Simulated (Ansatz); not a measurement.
Start from `BNC` and change one element to get `[BH2][SbH][CH3]`.

Ansatz, PBE0-D4/def2-TZVP geometries, multiplicity 1. 

Elements past krypton have def2 core potentials.

```tsv
property	`BNC`
LUMO energy (B3LYP/def2-TZVPP) / eV	0.00
HOMO energy (PBE0/def2-TZVPP) / eV	-7.89
zero-point energy (PBE0-D4/def2-TZVP) / kJ/mol	201.5
LUMO energy (PBE0/def2-TZVPP) / eV	0.25
HOMO–LUMO gap (PBE0/def2-TZVPP) / eV	8.14
HOMO energy (ωB97M-V/def2-TZVPP) / eV	-10.24
```

Task: What does the change do to each property? (An estimate is asked.)

Result: The calculation gave: 
```tsv
property	`[BH2][SbH][CH3]`	shift
LUMO energy (B3LYP/def2-TZVPP) / eV	-2.31	-2.31
HOMO energy (PBE0/def2-TZVPP) / eV	-6.68	1.21
zero-point energy (PBE0-D4/def2-TZVP) / kJ/mol	165.5	-36.0
LUMO energy (PBE0/def2-TZVPP) / eV	-2.12	-2.37
HOMO–LUMO gap (PBE0/def2-TZVPP) / eV	4.57	-3.57
HOMO energy (ωB97M-V/def2-TZVPP) / eV	-8.71	1.53
```

With PBE0 the HOMO rises by 1.21 eV and the LUMO falls by 2.37 eV, so the gap narrows by about 3.58 eV. PBE moves the HOMO by 0.85 eV and ωB97M-V by 1.53 eV.

B3LYP here is the variant with VWN-RPA as its local correlation; programs differ in this.

Spin–orbit coupling is left out; it splits and shifts lone-pair levels of the heavy atoms by tenths of an eV.
